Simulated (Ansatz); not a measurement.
C2H6BNOSi (`[SiH3]C1=COBN1`), relaxed with RKS PBE0-D4/def2-TZVP in Ansatz 0.2.0 from a PBE-D4/def2-SVP geometry. The force threshold is 0.005 eV/Å; the program also tests the step.

Total charge 0; spin multiplicity 1.

Start:

```xyz
12

Si   -0.302    1.885   -0.523
C     0.039    0.135    0.034
C     0.857   -0.259    1.062
O     0.879   -1.618    1.201
B     0.033   -2.153    0.220
N    -0.494   -1.051   -0.513
H     0.494    2.806    0.357
H     0.097    2.084   -1.962
H    -1.769    2.212   -0.412
H     1.468    0.335    1.752
H    -0.161   -3.335    0.083
H    -1.140   -1.040   -1.300
```

```tsv
step	energy (eV)	largest force (eV/Å)	largest move (Å)
1	-14256.4065	0.790	0.000
2	-14256.4573	0.225	0.029
3	-14256.4616	0.037	0.011
4	-14256.4617	0.026	0.003
5	-14256.4618	0.009	0.001
6	-14256.4618	0.002	0.003
```

End:

```xyz
12

Si   -0.296    1.868   -0.514
C     0.036    0.134    0.033
C     0.843   -0.250    1.043
O     0.871   -1.600    1.189
B     0.034   -2.135    0.218
N    -0.492   -1.048   -0.509
H     0.491    2.772    0.360
H     0.102    2.064   -1.935
H    -1.745    2.192   -0.405
H     1.442    0.339    1.719
H    -0.156   -3.298    0.085
H    -1.130   -1.039   -1.283
```

Hardware: 4 threads of an Intel Xeon Platinum 8488C on a shared host. Wall time 21 s, peak host memory 0.7 GiB.
